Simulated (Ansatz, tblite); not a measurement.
Cost and result up the ladder for the cluster Ga₃H₅ (the lowest singlet isomer of a short search) (8 atoms). Charge 0, multiplicity 1. Geometry: r2SCAN-D4/def2-SVP.

Cartesian coordinates in Å:
```
Ga -0.232 -0.281 -1.203
Ga 1.288 0.593 0.629
Ga -0.575 -0.638 1.299
H -0.860 -0.092 -2.626
H -1.312 -1.791 2.025
H 2.798 0.932 0.571
H 0.466 1.331 -0.704
H -1.572 -0.054 0.008
```

Ansatz on 4 threads of Arm Neoverse V2 on a shared host; xTB runs through tblite on one thread. Times are rough, summed over both states, and most runs start from the orbitals of an earlier one. PBE0-D4/def2-TZVP serves as the yardstick here, not as an exact answer. The other state is a doublet.

The xTB rows come from tblite. Another isomer (singlet) lies 0.04 eV lower at PBE-D4/def2-TZVP; other spin states weren't run for this one.

Raw xTB energies of ions are shifted by several eV.

```json
{"level": "GFN2-xTB", "functions": "32", "wall time": "0.007 s", "vertical IE (eV)": "12.03", "difference from PBE0-D4/def2-TZVP (eV)": "4.13"}
{"level": "GFN1-xTB", "functions": "37", "wall time": "0.008 s", "vertical IE (eV)": "12.04", "difference from PBE0-D4/def2-TZVP (eV)": "4.15"}
{"level": "PBE-D4/def2-TZVP (with forces)", "functions": "174", "wall time": "5.5 s", "vertical IE (eV)": "7.92", "difference from PBE0-D4/def2-TZVP (eV)": "0.03"}
{"level": "PBE0-D4/def2-TZVP", "functions": "174", "wall time": "8.8 s", "vertical IE (eV)": "7.89", "difference from PBE0-D4/def2-TZVP (eV)": "0.00"}
{"level": "r2SCAN-D4/def2-TZVP", "functions": "174", "wall time": "13 s", "vertical IE (eV)": "7.91", "difference from PBE0-D4/def2-TZVP (eV)": "0.02"}
```
